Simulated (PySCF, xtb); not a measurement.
CH₁₂N₂Si₃, SMILES [SiH2](C[SiH](N)N)[SiH3].

GFN2-xTB (xtb) at its own geometry gives an orbital gap of 4.46 eV and a dipole moment of 2.50 D.

Geometry optimised at PBE0-D3(BJ)/def2-SVP. This is a generated structure with no PubChem entry under its InChIKey; it may be hypothetical. Other conformers were not sampled.

### Question
What does r2SCAN/def2-TZVP (PySCF) give? (An estimate is asked for; the answer gives what the named calculation found.)

### Answer
gap 5.83 eV (levels -6.10 and -0.27 eV), dipole 1.66 D.
